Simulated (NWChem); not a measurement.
System: CH3F3Sn; SMILES F[C](F)(F)[SnH3]

Results from NWChem. Coordinates come from a PBE0/def2-SVP (def2 core potentials past Kr) optimisation.

Task: What does the run give for B3LYP/STO-3G, non-relativistic? Quantities: highest occupied level (eV); orbital gap (eV); dipole (D).

Result: 
```yaml
highest occupied level (eV): -3.84
orbital gap (eV): 9.26
dipole (D): 1.28
```
